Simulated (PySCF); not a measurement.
Compound: 4-methoxypyridine, C₆H₇NO.
Structure used (GFN2-xTB), in Å, numbered top down from 1:
```xyz
15
C6H7NO angstrom
C      2.474   -0.062    0.184
O      1.415    0.862    0.089
C      0.149    0.392    0.003
C     -0.870    1.347   -0.080
C     -2.176    0.913   -0.172
N     -2.529   -0.364   -0.184
C     -1.565   -1.261   -0.103
C     -0.216   -0.952   -0.009
H      2.526   -0.704   -0.701
H      3.381    0.537    0.247
H      2.385   -0.682    1.081
H     -0.615    2.394   -0.071
H     -2.990    1.623   -0.240
H     -1.887   -2.294   -0.116
H      0.512   -1.744    0.051
```

NICS is the negative of the GIAO shielding at a point without a nucleus: at the ring centre (0) and 1 Å above and below it (1); zz is the component along the ring normal. Level: GIAO PBE0/pcSseg-1 (PySCF, non-relativistic, gas phase) on the GFN2-xTB geometry, one conformer.

Ring bond lengths (Å), with Mayer bond orders in brackets: C3–C4 1.398 (1.36), C4–C5 1.380 (1.44), C5–N6 1.325 (1.45), N6–C7 1.319 (1.51), C7–C8 1.386 (1.39), C8–C3 1.393 (1.35).

Q: What do the NICS probes read (ppm)?

A: 
```json
{"ring": "C3–C4–C5–N6–C7–C8", "type": "6-membered ring with N; formal bonds all aromatic", "NICS(0)": "-8.3", "NICS(1), two faces": "-10.9 / -10.9", "NICS(1)zz, two faces": "-26.9 / -26.9", "rms pucker (Å)": "0.00", "centre to ring atoms, mean (Å)": "1.37"}
```

Q: What can be read from them?

A: 
- C3–C4–C5–N6–C7–C8: mean NICS(1)zz -26.9 ppm, shielded. The ring is flat and has no four-coordinate atom; by the NICS criterion it is aromatic.

Q: What does the geometric index give? HOMA takes Krygowski's 1993 parameters.

A: 
- C3–C4–C5–N6–C7–C8: HOMA 0.99; the largest term is that of C3–C4, α(R − Ropt)² = 0.03. The geometric and the magnetic index point the same way.

Hardware: an Arm Neoverse V2 with one thread, no GPU (shared host). Cost: 19 s of wall time, 0.76 GiB resident at most. This is the whole shielding run at PBE0/pcSseg-1, SCF included.
